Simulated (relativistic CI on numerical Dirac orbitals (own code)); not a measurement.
**Radial parameters of Tm13+**

Computed by Dirac-Coulomb-Breit CI, orbitals from a KLI potential per configuration, model QED (radiative potential, 1s self-energy scaled to tabulated hydrogen-like ionisation energies), unscaled Slater integrals (own radial code, finite nucleus).

Slater integrals F^k, G^k are unscaled and averaged over j, outside the closed core [Ar] 3d10 4d10; ζ comes from projecting the Hamiltonian with its Breit term on Σ l·s of the shell.

- 4s²4p⁶4f⁹5s: F^2(4f,4f) = 162610, F^4(4f,4f) = 103740, F^6(4f,4f) = 75140, ζ(4f) = 3170.1, G^3(4f,5s) = 33809 cm⁻¹; <r>(4f) = 0.6134, <r^2>(4f) = 0.4485, <r>(5s) = 1.044, <r^2>(5s) = 1.212 (bohr units).
- 4s²4p⁶4f¹⁰: F^2(4f,4f) = 159700, F^4(4f,4f) = 101760, F^6(4f,4f) = 73665, ζ(4f) = 3041.5 cm⁻¹; <r>(4f) = 0.6227, <r^2>(4f) = 0.4627 (bohr units).
- 4s²4p⁶4f⁸5s²: F^2(4f,4f) = 165780, F^4(4f,4f) = 105900, F^6(4f,4f) = 76753, ζ(4f) = 3301.3 cm⁻¹; <r>(4f) = 0.6037, <r^2>(4f) = 0.4336 (bohr units).

Averages of the first 9 configurations, taken without configuration mixing, which lowers the lowest level and can move excited configurations by several eV; other configurations of the list can lie among them:

| Configuration | Parity | States | Average energy above the lowest level (eV) |
| --- | --- | --- | --- |
| 4s²4p⁶4f⁹5s | odd | 4004 | 27.8 |
| 4s²4p⁶4f¹⁰ | even | 1001 | 46.5 |
| 4s²4p⁶4f⁸5s² | even | 3003 | 14.5 |
| 4s²4p⁶4f⁷5s²6s | odd | 6864 | 133.1 |
| 4s²4p⁶4f⁹6s | odd | 4004 | 151.5 |
| 4s²4p⁶4f⁸6s² | even | 3003 | 270.0 |
| 4s²4p⁵4f¹¹ | even | 2184 | 400.2 |
| 4s4p⁶4f¹⁰5s | even | 4004 | 504.0 |
| 4p⁶4f¹⁰5s² | even | 1001 | 973.1 |
